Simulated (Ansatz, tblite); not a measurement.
Cost and result up the ladder for Cd₅NiSe₄Cl₄ (14 atoms). Total charge 0; triplet. Geometry: r2SCAN-D4/def2-SVP.

```xyz
14

Se   -0.748    0.859   -2.914
Se    0.038   -2.909    0.292
Se   -1.177    1.326    1.338
Se    3.133    0.960    0.115
Ni   -1.895    1.034   -0.837
Cd   -1.622   -1.285    1.665
Cd   -0.586   -1.528   -1.810
Cd    1.614    0.959   -1.954
Cd    2.014   -1.341    0.166
Cd    1.234    2.272    1.470
Cl   -3.123   -0.885   -0.818
Cl   -2.925   -2.165    3.402
Cl    2.145   -1.576   -2.593
Cl    1.897    4.279    2.478
```

Ansatz on 2 threads of AMD EPYC 7R13 on a shared host and a share (18 GiB) of an NVIDIA H100 80GB HBM3; xTB runs through tblite on one thread. Times are rough, summed over both states, and most runs start from the orbitals of an earlier one. PBE0-D4/def2-TZVP serves as the yardstick here, not as an exact answer. The other state is a quartet.

In the def2 sets Cd takes a core potential; there is no spin–orbit coupling. The xTB rows come from tblite. Single mean-field runs in def2-TZVP are fitted with def2-universal-jkfit. HOMO above LUMO, or a gap near zero within one spin, warns that the state may not be the lowest or that an electron is smeared out. The order of the spin states hangs on the level: the singlet lies 0.39 eV below the triplet at PBE-D4/def2-TZVP, but 0.01 eV above it at r2SCAN-D4/def2-TZVP. The singlet is doubtful at PBE-D4/def2-TZVP (restricted singlet, unstable towards broken spin symmetry at other levels and untested here). The singlet is doubtful at r2SCAN-D4/def2-TZVP (restricted singlet, unstable towards broken spin symmetry at other levels and untested here). At PBE0-D4/def2-TZVP a doublet of charge 1 lies 1.25 eV below the quartet, each at its own geometry. That doublet is doubtful there (⟨S²⟩ 1.66, where a pure state has 0.75).

Raw xTB energies of ions are shifted by several eV, and xTB has no spin-polarisation term.

```
                            level  functions  wall time  vertical IE (eV)  difference from PBE0-D4/def2-TZVP (eV)                                     remarks
                         GFN1-xTB        101     0.12 s             12.53                                    3.75                                           –
                         GFN2-xTB        101     0.22 s             13.05                                    4.27                                           –
                 PBE-D4/def2-TZVP        585       36 s              8.14                                   -0.64  gap within one spin near zero (+1 quartet)
r2SCAN-D4/def2-TZVP (with forces)        585       40 s              8.45                                   -0.33  gap within one spin near zero (+1 quartet)
  PBE0-D4/def2-TZVP (with forces)        585       62 s              8.78                                    0.00                                           –
```
